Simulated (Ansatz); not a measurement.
Consider the redistribution: `[CH3][SnH]([NH2])[Cl]` + `FBN([SiH3])[SiH3]` → `[NH2][SnH]([F])[Cl]` + `CBN([SiH3])[SiH3]`.

Program: Ansatz. Geometries: PBE0-D4/def2-TZVP. ΔE: electronic, gas phase. CBS: MP2 limit from def2 TZ/QZ plus the TZ coupled-cluster correction, frozen cores. DFT in def2-TZVPP. Elements past krypton have def2 core potentials. For Sn outer-core shells are correlated without core-valence functions, which leaves a few kJ/mol of doubt a bond. Each species was taken in one conformer, which may not be the lowest.

Task: Is it downhill or uphill in electronic energy at CCSD(T)/CBS, and by how much? (Estimate.)

Result: The calculation gave: Uphill: ΔE = +74.0 kJ/mol.

Task: What do these levels give: PBE0-D4, BHLYP-D4, ωB97M-V, revPBE, r2SCAN0, MP2/def2-QZVPP? (Best estimate.)

Result: Ansatz gave: PBE0-D4 70.0, BHLYP-D4 75.6, ωB97M-V 72.6, revPBE 63.5, r2SCAN0 74.4, MP2/def2-QZVPP 77.5 kJ/mol.

Largest T1 diagnostic among the species: 0.013.

From PBE to PBE0 (25 % exact exchange), in def2-TZVPP and without D4, ΔE moves by +6.6 kJ/mol. At CCSD(T), def2-SVP lies +6.6 kJ/mol from the extrapolated value and def2-TZVPP +5.2 kJ/mol.
